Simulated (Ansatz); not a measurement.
## FeCl, sextet: energies of several shapes or isomers

Computed with Ansatz's Gaussian-basis code (development build); NEVPT3, NEVPT4(SD) by development code. Basis cc-pVDZ on Fe, cc-pV(D+d)Z on Cl, nonrelativistic, 14 orbitals frozen in the corrections; active space CAS(7,11). Restricted Hartree–Fock, then the lowest state-specific CASSCF solution met for each case. Coupled cluster stands on the determinant that it favours, not always the lowest RHF. Single-reference values can break down or jump between states where bonds are stretched. Solutions in different active orbitals can move differences by tenths of an eV and at times more than 1 eV.

Case A: bond length 2.1740 Å.

Case B: bond length 2.5001 Å.

Energy less that of case A, in eV:

```
case  RHF/ROHF  CASSCF  SC-NEVPT2  FIC-NEVPT2  NEVPT3  NEVPT4(SD)
   B    +0.178  +0.203     +0.298      +0.315  +0.349      +0.371
```

What does CCSDT give for these differences?

B: +0.395 eV (9.1 kcal/mol).
